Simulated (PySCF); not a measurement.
C4H11B, SMILES C(BCC)C (GFN2-xTB optimised geometry):

```
16

B     -0.268    -0.568     0.000
H     -0.815    -1.606    -0.004
C     -1.094     0.773     0.000
C     -2.617     0.631     0.025
H     -0.812     1.362    -0.879
H     -0.786     1.388     0.852
H     -2.936     0.100     0.918
H     -2.963     0.072    -0.842
H     -3.103     1.606     0.017
C      1.308    -0.568     0.000
C      2.022     0.784     0.018
H      1.651    -1.132    -0.874
H      1.655    -1.157     0.856
H      1.753     1.348     0.908
H      1.748     1.375    -0.853
H      3.103     0.655     0.013
```

Level of theory: B3LYP/def2-TZVP (PySCF).

What are the frontier orbital energies and the dipole moment?

HOMO-2 -9.42 eV, HOMO-1 -8.32 eV, HOMO -8.01 eV, LUMO -0.99 eV, LUMO+1 0.68 eV; dipole moment 0.44 D.

On the same geometry PBE/def2-TZVP (PySCF) gives HOMO-2 -8.19 eV, HOMO-1 -7.12 eV, HOMO -6.84 eV, LUMO -1.77 eV, LUMO+1 0.25 eV; dipole moment 0.50 D.

Meta-Löwdin charges at B3LYP/def2-TZVP: B1 0.15, H2 -0.01, C3 -0.30, C4 -0.32, H5 0.12, H6 0.12, H7 0.10, H8 0.10, H9 0.10, C10 -0.30, C11 -0.32, H12 0.12, H13 0.12, H14 0.10, H15 0.10, H16 0.10.
